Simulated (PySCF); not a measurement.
# Two-component Hartree-Fock for Sr²⁰⁺ (strontium, charge +20)

Start: [Ar]. Calculated with PySCF 2.14 in an even-tempered Gaussian basis (19 s from 0.74 bohr⁻², ratio 2.6; 14 p from 0.96 bohr⁻², ratio 2.6; 6 d from 0.99 bohr⁻², ratio 2.8; 3 f from 21 bohr⁻², ratio 2.8): generalised Hartree-Fock with the X2C-1e Hamiltonian and a Gaussian nucleus; spin-orbit coupling (SO) screened by Boettger's factors.

| spinor shell | electrons | ε, screened SO (eV) | weight of nominal j (screened SO) | rms radius, screened SO (bohr) |
| --- | --- | --- | --- | --- |
| 1s1/2 | 2 | -16989.1 | 1.000 | 0.0451 |
| 2s1/2 | 2 | -3045.5 | 1.000 | 0.185 |
| 2p1/2 | 2 | -2837.9 | 1.000 | 0.161 |
| 2p3/2 | 4 | -2767.6 | 1.000 | 0.165 |
| 3s1/2 | 2 | -1027.7 | 1.000 | 0.469 |
| 3p1/2 | 2 | -947.73 | 1.000 | 0.460 |
| 3p3/2 | 4 | -933.00 | 1.000 | 0.467 |

```
   quantity  screened SO
E (hartree)  -2949.27572
        M_J            0
       ⟨J²⟩        0.000
       ⟨L²⟩        0.003
       ⟨S²⟩        0.003
```

Breit and QED terms are absent; they matter most for the inner s and p1/2 levels.

Densities and radii are taken from the X2C orbitals without a picture-change correction, which distorts them close to the nucleus.
